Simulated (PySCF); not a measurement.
In(CCH)3, C6H3In.
Bonds: In1–C2, In1–C5, In1–C8, C2–C3, C5–C6, C8–C9. Hydrogens: H4 on C3; H7 on C6; H10 on C9.

Method used: PBE0-D3(BJ)/def2-SVP geometry optimisation, gas phase, def2 core potentials past Kr in PySCF.

Problem. How far are the bound atoms from In1?

Solution. 3 atoms: C8 2.085 Å, C5 2.085 Å, C2 2.085 Å. The nearest atom not counted as bound is C9, at 3.30 Å (others tie with it).

Problem. List the angles at In1.

Solution. 
```json
{"angle": "C5–In1–C8", "degrees": "120.5", "distance of the outer atoms (Å)": "3.62"}
{"angle": "C2–In1–C5", "degrees": "119.8", "distance of the outer atoms (Å)": "3.61"}
{"angle": "C2–In1–C8", "degrees": "119.7", "distance of the outer atoms (Å)": "3.61"}
```

Problem. What is the shape at In1?

Solution. Planar: angles 120.5°, 119.8° and 119.7°, sum 360.0°, 0.00 Å off the plane of its three neighbours.

Problem. What are the other bond lengths?

Solution. C2–C3, C5–C6, C8–C9 1.219 Å; C3–H4, C6–H7, C9–H10 1.076 Å.

Problem. Give some angles away from the centre.

Solution. In1–C2–C3 179.9°.

Charge 0, singlet. Whether it is a minimum is left open (no frequencies).
